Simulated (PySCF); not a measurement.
First hyperpolarisability: 3-bromobenzoic acid (SMILES O=C(O)c1cccc(Br)c1)

Cartesian coordinates in Å; atom numbers follow the order of the lines, from 1:
```xyz
15

O     2.8988   -1.1244   -0.0926
C     2.2111   -0.1389   -0.0090
O     2.7237    1.0924    0.1103
C     0.7236   -0.1503   -0.0242
C     0.0788   -1.3842   -0.1490
C    -1.3106   -1.4361   -0.1684
C    -2.0631   -0.2667   -0.0638
C    -1.4080    0.9586    0.0610
Br   -2.4208    2.5440    0.2044
C    -0.0183    1.0302    0.0815
H     3.6871    0.9891    0.1095
H     0.6891   -2.2855   -0.2292
H    -1.8221   -2.3961   -0.2661
H    -3.1538   -0.3015   -0.0785
H     0.4901    1.9894    0.1787
```

Computed with quadratic response CAM-B3LYP/aug-cc-pVDZ first hyperpolarisability, Taylor convention, gas phase (PySCF 2.14.0). Geometry: PBE0-D3(BJ)/def2-SVP.

The calculation is non-relativistic, which matters for the atoms heavier than Zn.

(1) What is the first hyperpolarisability, and how does it disperse?

(2) Which lowest excitations, dipole and polarisabilities go with it?

## Answers

(1) In au, Taylor convention; the vector part is βᵢ = ⅓ Σⱼ (βᵢⱼⱼ + βⱼᵢⱼ + βⱼⱼᵢ); β∥ is 3/5 of the vector part along the dipole, the dipole points from − to +:
| process | λ (nm) | β vector norm | β∥ | β HRS | depolarisation ratio |
| --- | --- | --- | --- | --- | --- |
| static β(0;0,0) | ∞ | 165.4 | 94.6 | 87.6 | 2.88 |
| second harmonic β(−2ω;ω,ω) | 1907 | 186.8 | 106.6 | 95.9 | 3.06 |
| Pockels β(−ω;ω,0) | 1907 | 172.2 | 98.4 | – | – |
| second harmonic β(−2ω;ω,ω) | 1064 | 246.1 | 139.5 | 118.9 | 3.52 |
| Pockels β(−ω;ω,0) | 1064 | 188.4 | 107.5 | – | – |

(2) S1 4.84 eV (f = 0.028); S2 5.19 eV (f = 0.000); S3 5.52 eV (f = 0.075); dipole 0.51 D; isotropic α 111.1 au static, 111.6 au at 1907 nm, 112.6 au at 1064 nm, 112.9 au at 953.5 nm, 117.5 au at 532 nm.
